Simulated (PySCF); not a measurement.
# Excitation energy of N by level of theory

N [He] 2s2 2p3 (4S) → N [He] 2s1 2p3 3s1 (6S), as a difference of total energies. All numbers are calculated (PySCF 2.14, the spin-free X2C one-electron Hamiltonian (Gaussian nucleus), in aug-cc-pCVTZ-DK with one added diffuse shell each of s, p, d, f type (8s7p5d3f, 75 functions)). Correlated levels: valence: 1s2 frozen. The calculations carry no spin-orbit coupling.

```tsv
method	excitation energy (eV)
UHF	13.935
MP2 (valence)	15.775
SCS-MP2 (valence)	16.180
CCSD (valence)	16.016
CCSD(T) (valence)	16.079
```

Task: How much does correlation contribute at CCSD(T) (valence)?

Result: 16.079 − (13.935) = 2.144 eV, measured against UHF.

The upper state lies above the first ionisation limit, but in LS coupling its spin forbids autoionisation to the ground ion. A Rydberg-like electron needs more diffuse functions than a valence basis has.

The promoted electron is Rydberg-like, and one or two diffuse shells describe it only roughly, which tends to raise the upper state.
